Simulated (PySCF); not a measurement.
**Peak assignment**

Geometry:
| atom | x (Å) | y (Å) | z (Å) |
| --- | --- | --- | --- |
| C1 | -1.958 | -0.687 | -0.980 |
| N2 | -0.856 | 0.073 | -0.427 |
| C3 | -1.311 | 1.242 | 0.296 |
| Si4 | 0.641 | -0.687 | -0.099 |
| O5 | 0.633 | -1.561 | 1.261 |
| O6 | 1.147 | -1.611 | -1.328 |
| O7 | 1.743 | 0.571 | 0.187 |
| C8 | 2.470 | 1.131 | -0.737 |
| O9 | 2.494 | 0.840 | -1.900 |
| H10 | -2.549 | -0.045 | -1.636 |
| H11 | -2.611 | -1.076 | -0.191 |
| H12 | -1.569 | -1.523 | -1.552 |
| H13 | -1.950 | 0.966 | 1.142 |
| H14 | -1.883 | 1.885 | -0.378 |
| H15 | -0.455 | 1.795 | 0.673 |
| H16 | 1.384 | -2.090 | 1.523 |
| H17 | 1.520 | -1.151 | -2.085 |
| H18 | 3.100 | 1.933 | -0.309 |

How the numbers were obtained: shielding tensors at PBE0/pcSseg-1 (GIAO), geometry: GFN2-xTB, in PySCF 2.14 (non-relativistic, a single conformation, one averaged value for each set of equivalent atoms, in vacuum).

Chemical shifts δ = σref − σ; $^{13}$C (σref 186.93), $^{1}$H (σref 31.72) vs TMS, all at this level.

(1) Assign these signals to the numbered atoms. $^{13}$C{$^{1}$H} NMR (computed): δ 165.9, 38.9.

(2) Assign these signals to the numbered atoms. $^{1}$H NMR (500 MHz, computed): δ 8.08 (s, 1H), 2.96 (br s, 2H), 2.66 (s, 6H).

Answers

(1) 
| δ (ppm) | atoms | environment | reason |
| --- | --- | --- | --- |
| 165.9 | C8 | carbonyl carbon | – |
| 38.9 | C1/C3 | methyl carbon bonded to N | pulled downfield by the heteroatom |

(2) 
| δ (ppm) | atoms | environment | reason |
| --- | --- | --- | --- |
| 8.08 | H18 | hydrogen on a carbonyl carbon | – |
| 2.96 | H16/H17 | hydrogen on an oxygen bonded to Si | exchangeable, gas-phase position |
| 2.66 | H10/H11/H12/H13/H14/H15 | hydrogen on a methyl carbon bonded to N | its carbon carries N, hence the downfield position |

The OH or NH signal is concentration- and solvent-dependent in practice; the value given is the gas-phase one. Shifts are as computed. Against solution values, carbons near 30 ppm lie about +3 ppm off and those near 130 ppm about +5 ppm. Of 1309 compounds with measured shifts, 239 miss one by over three times the rms of a fit or turn the order of signals round; such compounds aren't used in these exercises. Multiplicities follow the n + 1 count of equivalent neighbours, as no J values were calculated; m marks all less simple cases, F and P coupling included.
